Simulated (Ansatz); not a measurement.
`ClC(Cl)=[Se]` + H₂ → `ClC=[Se]` + HCl at 298.15 K and 1 bar (hydrogenolysis of a C–Cl bond).

Gas-phase electronic energies from Ansatz, PBE0-D4/def2-TZVP geometries. CBS: MP2 limit from def2 TZ/QZ plus the TZ coupled-cluster correction, frozen cores. This one scheme is used for every species. For Se outer-core shells are correlated without core-valence functions, which leaves a few kJ/mol of doubt a bond. Scalar relativity is left out up to krypton.

| species | CCSD(T)/CBS energy (Eh) | H − E (kJ/mol) | S (J/(mol·K)) |
| --- | --- | --- | --- |
| `ClC(Cl)=[Se]` | -3358.27147 | 33.7 | 305.9 |
| H₂ | -1.17544 | 35.1 | 130.4 |
| `ClC=[Se]` | -2899.09740 | 54.7 | 282.0 |
| HCl | -460.38127 | 26.6 | 186.8 |

H − E and S are ideal-gas, rigid-rotor, harmonic terms from PBE0-D4/def2-TZVP. The MP2-based limit puts H₂ 0.8 mEh under its directly extrapolated value; such offsets cancel only in part. 1 Eh = 2625.50 kJ/mol, R = 8.31446 J/(mol·K).

Task: By hand: ΔE, ΔH, ΔS and ΔG.

Result: ΔE = (-2899.09740) + (-460.38127) − (-3358.27147) − (-1.17544) = -0.03176 Eh = -83.4 kJ/mol. Δ(H − E) = 54.7 + 26.6 − 33.7 − 35.1 = 12.5, so ΔH = -70.9 kJ/mol. ΔS = 282.0 + 186.8 − 305.9 − 130.4 = 32.5 J/(mol·K). ΔG = -70.9 − 298.15 × (32.5)/1000 = -80.6 kJ/mol.

Task: By hand: the equilibrium constant, and the temperature at which ΔG would vanish if ΔH and ΔS stayed fixed.

Result: log₁₀ K = −ΔG/(RT ln 10) = 14.1. ΔH and −TΔS have one sign here, so there is no such temperature.

ΔH outweighs TΔS. A doubt of 5 kJ/mol in ΔE shifts log₁₀ K by 0.9 here. These are equilibria of isolated gas molecules and say nothing of rates. Largest T1 diagnostic: 0.014 (customary marks: 0.02 for closed shells, 0.045 for open ones).
